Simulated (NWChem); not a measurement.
All runs are NWChem calculations. System: Cl2Si, charge 0, spin multiplicity 1, at a geometry optimised with PBE/def2-SVP. The structure started from a generated list of species. Level: HF/6-31G* (spherical d).

Job file:

```
start mol
memory heap 200 mb stack 900 mb global 1100 mb
geometry units angstroms nocenter noautoz
  Si     0.000000     0.000000     0.941655
  Cl    -1.640110     0.000000    -0.387740
  Cl     1.640110     0.000000    -0.387740
  symmetry group C2v
end
basis spherical
  * library 6-31g*
end
dft
  xc hfexch
  semidirect memsize 60000000 filesize 0
  iterations 100
end
property
  dipole
  response 1 0.0
end
task dft property
```

Part of the output:

```
             Northwest Computational Chemistry Package (NWChem) 7.3.0
             --------------------------------------------------------

                                NWChem Input Module
                                -------------------

 Scaling coordinates for geometry "geometry" by  1.889725989
 (inverse scale =  0.529177249)

 Turning off AUTOSYM since
 SYMMETRY directive was detected!

                             Geometry "geometry" -> ""
                             -------------------------

 Output coordinates in angstroms (scale by  1.889725989 to convert to a.u.)

  No.       Tag          Charge          X              Y              Z
 ---- ---------------- ---------- -------------- -------------- --------------
    1 Si                  14.0000     0.00000000     0.00000000     0.94165500
    2 Cl                  17.0000    -1.64011000     0.00000000    -0.38774000
    3 Cl                  17.0000     1.64011000     0.00000000    -0.38774000

 Effective nuclear repulsion energy (a.u.)     165.9319146690

            Nuclear Dipole moment (a.u.)
            ----------------------------
        X                 Y               Z
 ---------------- ---------------- ----------------
     0.0000000000     0.0000000000     0.0000188973

      Symmetry information
      --------------------

 Group name             C2v
 Group number             16
 Group order               4
 No. of unique centers     2

      Symmetry unique atoms

     1    2


 Summary of "ao basis" -> "" (spherical)
 ------------------------------------------------------------------------------
       Tag                 Description            Shells   Functions and Types
 ---------------- ------------------------------  ------  ---------------------
 *                           6-31g*                   on all atoms

  xc_inp: hfexch multiplicative factor not found.
                              NWChem Property Module
                              ----------------------

                                 NWChem DFT Module
                                 -----------------

 Summary of "ao basis" -> "ao basis" (spherical)
 ------------------------------------------------------------------------------
       Tag                 Description            Shells   Functions and Types
 ---------------- ------------------------------  ------  ---------------------
 Si                          6-31g*                  8       18   4s3p1d
 Cl                          6-31g*                  8       18   4s3p1d

 Summary of "ao basis" -> "ao basis" (spherical)
 ------------------------------------------------------------------------------
       Tag                 Description            Shells   Functions and Types
 ---------------- ------------------------------  ------  ---------------------
 Si                          6-31g*                  8       18   4s3p1d
 Cl                          6-31g*                  8       18   4s3p1d

            General Information
            -------------------
          SCF calculation type: DFT
          Wavefunction type:  closed shell.
          No. of atoms     :     3
          No. of electrons :    48
           Alpha electrons :    24
            Beta electrons :    24
          Charge           :     0
          Spin multiplicity:     1
          Use of symmetry is: off; symmetry adaption is: off
          Maximum number of iterations: 100
          AO basis - number of functions:    54
                     number of shells:    24
[...]
     4     -0.191921  1 Si py                26     -0.187280  2 Cl py
    44     -0.187280  3 Cl py                22      0.072606  2 Cl py
    40      0.072606  3 Cl py

 Vector   26  Occ=0.000000D+00  E= 1.046398D-01
              MO Center= -4.7D-09,  1.7D-15,  1.2D+00, r^2= 4.4D+00
   Bfn.  Coefficient  Atom+Function         Bfn.  Coefficient  Atom+Function
  ----- ------------  ---------------      ----- ------------  ---------------
    11      1.307532  1 Si px                28      0.590511  2 Cl s
    46     -0.590511  3 Cl s                 31      0.382217  2 Cl pz
    49     -0.382217  3 Cl pz                 7      0.368966  1 Si px
    29      0.181342  2 Cl px                47      0.181342  3 Cl px
    27      0.179322  2 Cl pz                45     -0.179322  3 Cl pz

 Vector   27  Occ=0.000000D+00  E= 1.228369D-01
              MO Center= -4.7D-10,  1.8D-14,  6.8D-01, r^2= 4.9D+00
   Bfn.  Coefficient  Atom+Function         Bfn.  Coefficient  Atom+Function
  ----- ------------  ---------------      ----- ------------  ---------------
    13      1.318731  1 Si pz                10     -1.138233  1 Si s
    28      0.781389  2 Cl s                 46      0.781389  3 Cl s
    29      0.571679  2 Cl px                47     -0.571679  3 Cl px
     9      0.351124  1 Si pz                 6     -0.264679  1 Si s
    25      0.203074  2 Cl px                43     -0.203074  3 Cl px

 center of mass
 --------------
 x =   0.00000000 y =   0.00000000 z =  -0.01491923

 moments of inertia (a.u.)
 ------------------
         126.115820136530           0.000000000000           0.000000000000
           0.000000000000         797.938978857858           0.000000000000
           0.000000000000           0.000000000000         671.823158721328

     Multipole analysis of the density
     ---------------------------------

     L   x y z        total         alpha         beta         nuclear
     -   - - -        -----         -----         ----         -------
     0   0 0 0     -0.000000    -24.000000    -24.000000     48.000000

     1   1 0 0      0.000000      0.000000      0.000000      0.000000
     1   0 1 0      0.000000      0.000000      0.000000      0.000000
     1   0 0 1      0.710733      0.355357      0.355357      0.000019

     2   2 0 0    -32.486895   -179.545839   -179.545839    326.604784
     2   1 1 0      0.000000      0.000000      0.000000      0.000000
     2   1 0 1      0.000000      0.000000      0.000000      0.000000
     2   0 2 0    -26.869454    -13.434727    -13.434727      0.000000
     2   0 1 1      0.000000      0.000000      0.000000      0.000000
     2   0 0 2    -29.433249    -46.009212    -46.009212     62.585175

 *** CALLING NEW AORESP DRIVER FOR CLOSED AND OPEN SHELLS ***
 Entering AOResponse driver routine

--------------------------------------------------------------------------------

          ****************
          *** RESPONSE ***
          ****************

 Response module for NWChem and dynamic CPKS solver

          -----------------------------------------------
          Solving response equations for perturbing field
          -----------------------------------------------

 number of frequencies:     1
 frequency in a.u.:  0.0000000E+00
 Perturbing field: electric
 Using El. Dipole Length Gauge

 Setting up CPKS with frequency omega =      0.00000000 a.u.

 STATIC response

                                NWChem CPHF Module
                                ------------------

  scftype          =     RHF
  nclosed          =       24
  nopen            =        0
  variables        =      720
  # of vectors     =        3
  tolerance        = 0.10D-03
  level shift      = 0.00D+00
  max iterations   =       50
  max subspace     =       30

 SCF residual:    6.5963428991680251E-005

Iterative solution of linear equations
  No. of variables      720
  No. of equations        3
  Maximum subspace       30
        Iterations       50
       Convergence  1.0D-04

   iter   nsub   residual    time
   ----  ------  --------  ---------
     1      3    1.34D+00       1.3
     2      6    6.29D-01       1.8
     3      9    1.20D-01       2.3
     4     12    2.74D-02       2.9
     5     15    6.72D-03       3.4
     6     18    1.61D-03       3.9
     7     21    2.47D-04       4.4
     8     24    6.86D-05       4.9

 Electric Dipole Response Matrix (nonzero elements):

              1        2        3
    1   56.0069   0.0000  -0.0000
    2    0.0000  30.4469  -0.0000
    3   -0.0000  -0.0000  40.5427

 ------------------------------------------
 average:        42.33218 + I       0.00000

 DFT Linear Response polarizability / au
 Frequency  =       0.0000000 / au
 Wavelength = -999999.0000000 / nm
              X              Y              Z
 -----------------------------------------------
 X      56.0069023      0.0000000     -0.0000002
 Y       0.0000000     30.4469015     -0.0000000
 Z      -0.0000002     -0.0000000     40.5427218
 -----------------------------------------------
 Eigenvalues =      56.0069023     30.4469015     40.5427218
 Isotropic   =      42.3321752
 Anisotropic =      22.2977589
 -----------------------------------------------

 Magnetic Dipole Response Matrix (nonzero elements):
 Optical rotation tensor Beta

 *** static G'=0. Use GPRIME input with finite omega
 *** or better ORBETA without GPRIME for small or zero freq.

 zero matrix

 ------------------------------------------
 average:         0.00000 + I       0.00000

 Exiting AOResponse driver routine

          -------------
          Dipole Moment
          -------------

 Center of charge (in au) is the expansion point
         X =       0.0000000 Y =       0.0000000 Z =       0.0000004

   Dipole moment        0.7107327500 A.U.
             DMX        0.0000000063 DMXEFC        0.0000000000
             DMY        0.0000000000 DMYEFC        0.0000000000
             DMZ        0.7107327500 DMZEFC        0.0000000000
   -EFC- dipole         0.0000000000 A.U.
   Total dipole         0.7107327500 A.U.

   Dipole moment        1.8065161115 Debye(s)
             DMX        0.0000000161 DMXEFC        0.0000000000
             DMY        0.0000000000 DMYEFC        0.0000000000
             DMZ        1.8065161115 DMZEFC        0.0000000000
   -EFC- dipole         0.0000000000 DEBYE(S)
   Total dipole         1.8065161115 DEBYE(S)

 1 a.u. = 2.541766 Debyes

 Task  times  cpu:        5.0s     wall:        5.0s

 Total times  cpu:        5.0s     wall:        5.0s
```
